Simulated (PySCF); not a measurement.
# Electronic absorption of C5H6OS2

Compound: C5H6OS2.
SMILES: `C#C[C@@H]1SS[C@H]1OC`

Method used: TDDFT CAM-B3LYP/def2-SVPD, vertical, gas phase, core orbitals frozen in the response in PySCF 2.14.0, density-fitted response routines. One conformer (not necessarily the lowest) at the GFN2-xTB geometry, without solvent, vibrations or thermal averaging. Torsions of this conformer, `[CH:1]#[C:2][C@@H:3]1[S:4][S:5][C@H:6]1[O:7][CH3:8]`: S5–C6–O7–C8 -71°.

```csv
state,E (eV),E (kJ/mol),λ (nm),f,"main configurations (H = HOMO, L = LUMO)"
S1,2.86,276,432.9,0.0013,H→L (93%)
S2,3.59,346,345.6,0.0001,H→L+1 (92%)
S3,5.47,527,226.8,0.0028,"H-1→L (74%), H-4→L (11%)"
S4,5.71,551,217.3,0.0081,"H-4→L (40%), H-2→L (12%), H-1→L (9%)"
S5,5.89,568,210.4,0.0060,"H-1→L+1 (38%), H→L+3 (18%), H→L+2 (10%)"
S6,5.94,573,208.8,0.0047,"H-4→L (20%), H→L+3 (20%), H→L+2 (19%)"
S7,5.95,574,208.4,0.010,"H→L+5 (22%), H→L+2 (22%), H→L+3 (14%)"
S8,6.19,597,200.3,0.022,"H→L+4 (40%), H→L+3 (23%), H→L+2 (13%)"
```

Triplets, Tamm–Dancoff:

| state | E (eV) | λ (nm) | main configurations (H = HOMO, L = LUMO) |
| --- | --- | --- | --- |
| T1 | 2.26 | 549.0 | H→L (90%) |
| T2 | 3.19 | 388.4 | H→L+1 (88%) |
| T3 | 4.90 | 253.0 | H-1→L (47%), H-4→L (18%) |

The lowest singlet lies at 2.86 eV (433 nm, visible) and is very weak; its leading configuration is HOMO→LUMO (93%). The most intense listed level is S8 at 6.19 eV (200 nm, f = 0.022), 3.32 eV above S1. It is the last of those listed, so stronger ones may follow. Löwdin shares by element: HOMO sulfur 88%; LUMO sulfur 78%, carbon 5% or more (atoms not listed hold the other 18%). Orbital energies (eV): HOMO-3 -9.92, HOMO-2 -9.66, HOMO-1 -9.24, HOMO -7.26, LUMO -0.45, LUMO+1 -0.01, LUMO+2 1.26. Weighted by f, the mean energy of these states is 5.90 eV. Of the 8 states listed, 1 reaches f = 0.01 and 1 stays under 0.0005. S1 lies in the visible range (380 to 750 nm), at 433 nm, f = 0.0013; light of that wavelength is violet to blue, and its complementary colour is yellow-green to yellow; a Tamm–Dancoff triplet lies at 549 nm, without intensity as long as spin–orbit coupling is left out. The window holds the lowest 8 singlets.
